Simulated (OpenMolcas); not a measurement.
Rh5+ (d4) among equal point charges was computed by CASSCF with the d shell active (OpenMolcas, ANO-RCC-VDZP on the metal). Its lowest spin-free states, and all those of the highest spin:

| 2S+1 | Degeneracy | E (cm-1) |
| --- | --- | --- |
| 5 | 1 | 0.0 |
| 5 | 1 | 4327 |
| 5 | 2 | 5085 |
| 5 | 1 | 7416 |
| 3 | 1 | 20728 |
| 3 | 2 | 21823 |
| 3 | 1 | 22436 |
| 3 | 1 | 24147 |
| 3 | 1 | 24443 |
| 3 | 2 | 24865 |
| 3 | 1 | 25606 |
| 3 | 2 | 25644 |

**Question.** Is the site octahedral, tetrahedral or cube-like, axial, or of lower symmetry?

**Answer.** The states with 2S+1 = 5 have orbital degeneracies 1, 1, 2, 1. There are pairs but no triples, so the site is axial: not cubic, but with a proper or improper axis of order three or more. The run had Rh5+ among 6 point charges of -1.7 e arranged as a tetragonal octahedron (D4h), 2.17 Å from the ion, with the axial distance 1.953 Å.

Without dynamic correlation the repulsion within the d shell is too large (B by tens of per cent), so at a given field states of lower spin stand too high. Point charges give a weaker field than real ligands, and real ions of this kind are as a rule low spin; the high spin found here belongs to the model. This is an electrostatic model: the charges have no orbitals. No measured value stands beside these numbers.
